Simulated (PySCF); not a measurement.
# S (sulfur, neutral) across methods

[Ne] 3s2 3p4, high-spin 3P determinant. Computed with PySCF 2.14 in aug-cc-pV(D+d)Z (5s4p3d, 32 functions), with the non-relativistic Hamiltonian (point nucleus).

```
   method  E (hartree)  mean ε 3s β (eV)  mean ε 3p α (eV)  mean ε 3p β (eV)  Σ⟨r²⟩ (bohr²)   ⟨S²⟩
      UHF   -397.49897           -21.113           -12.606           -10.225          29.33  2.010
      LDA    -396.7197           -16.098            -7.749            -6.109          29.47  2.002
BHandHLYP    -398.1181           -19.093           -10.274            -8.514          29.21  2.005
      PBE    -397.9334           -15.879            -7.709            -6.096          29.37  2.003
     PBE0    -397.9699           -17.493            -9.114            -7.359          29.17  2.004
  wB97X-V    -398.0448           -20.342           -11.459            -9.829          29.23  2.003
  r2SCAN0    -398.0797           -17.514            -9.424            -7.526          29.11  2.006
   r2SCAN    -398.0792           -15.982            -8.165            -6.348          29.16  2.006
     PW91    -398.0928           -15.933            -7.748            -6.146          29.35  2.003
```
